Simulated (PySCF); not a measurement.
# Computed structure and properties of [Pb(NH2)2]2+

System: [Pb(NH2)2]2+ (singlet); start: displaced along the imaginary mode (C2). Method: PySCF 2.14.0, RKS PBE, Pb def2-SVP with ECP60, N def2-SVP, H def2-SVP; non-relativistic Hamiltonian with scalar-relativistic core potentials where named; density fitting; no spin-orbit coupling.

Input of the relaxation:

```python
mol = gto.M(atom='''
Pb    -0.00000    -0.00000    -0.12785
N      1.97953    -0.02446     0.86162
H      2.65120    -0.73759     0.40070
H      2.46934     0.94080     0.81978
N     -1.97953     0.02446     0.86162
H     -2.65120     0.73759     0.40070
H     -2.46934    -0.94080     0.81978''',
    basis={'Pb': 'def2-SVP', 'N': 'def2-SVP', 'H': 'def2-SVP'},
    ecp={'Pb': 'def2-SVP'},
    charge=2, spin=0)
mf = dft.RKS(mol, xc='PBE')
mf.grids.atom_grid = (50, 194)
mf = mf.density_fit()  # fitting sets: Pb def2-universal-JKFIT, N def2-universal-JKFIT, H def2-universal-JKFIT
mf.conv_tol = 1e-08; mf.max_cycle = 55
mf.kernel(dm0)  # dm0: converged density of the start geometry
# quasi-Newton relaxation in Cartesian coordinates to a largest gradient under 0.00045 Eh/bohr, steps kept in the point group
```

Run from Python with OMP_NUM_THREADS=2; the lines above give its settings. Where DIIS fails, smearing, a level shift and second-order steps follow.
It took 23 s on 2 threads of Arm Neoverse V1, with other jobs on the host, from the converged density of the start.

Course of the relaxation:

| step | energy above end (eV) | largest force component within the symmetry (eV/Å) |
| --- | --- | --- |
| 0 | 0.0842 | 0.995 |
| 1 | 0.0109 | 0.067 |
| 2 | 0.0081 | 0.044 |
| 3 | 0.0058 | 0.171 |
| 4 | 0.0037 | 0.091 |
| 5 | 0.0013 | 0.122 |
| 6 | 0.0006 | 0.045 |
| 7 | 0.0005 | 0.039 |
| 8 | 0.0003 | 0.032 |
| 9 | 0.0001 | 0.022 |
| 10 | 0.0000 | 0.005 |

Relaxed geometry (C2):

```xyz
7

Pb    0.0000    0.0000   -0.1503
N     1.9778   -0.1033    0.8210
H     2.6898   -0.6261    0.2525
H     2.3898    0.8433    1.0199
N    -1.9778    0.1033    0.8210
H    -2.6898    0.6261    0.2525
H    -2.3898   -0.8433    1.0199
```

```tsv
contact	Å
Pb1–N2 (NH2)	2.206
Pb1–N5 (NH2)	2.206
```

On the finer grid (75, 302):

| Property | Result |
| --- | --- |
| HOMO | -18.39 eV |
| LUMO | -17.31 eV |
| Dipole about the centre of mass | 1.03 D |
| Set of Mulliken populations of Pb1 outside the core potential | s 3.75, p 6.87, d 10.09 |
| D3(BJ) dispersion energy (not in the energies) | -0.110 eV |

```csv
atom,Mulliken (e),Löwdin (e),spin (e)
Pb1,1.29,1.23,0.00
N2,-0.17,0.07,0.00
H3,0.26,0.15,0.00
H4,0.26,0.16,0.00
N5,-0.17,0.07,0.00
H6,0.26,0.15,0.00
H7,0.26,0.16,0.00
```

On the grid (50, 194), as all that follows. Harmonic modes: a minimum; lowest 60 cm⁻¹ (negative: unstable), highest 3308 cm⁻¹, zero-point energy 1.262 eV.

Taking off one NH2 (charge -1, singlet; the rest: singlet) in vacuum, both parts rigid, costs 28.02 eV; the small basis without counterpoise inflates it. Most of it is the attraction of opposite charges; other ways to part are cheaper, and one spin state was tried for the rest.

Rigid scan of NH2 along the line from its metal:

```
distance to N2 (Å)  energy (eV)
              1.91        0.630
              2.01        0.229
              2.11        0.047
              2.21        0.000
              2.31        0.032
              2.41        0.108
              2.61        0.310
```

One start shape was tried, so this needn't be the lowest isomer.
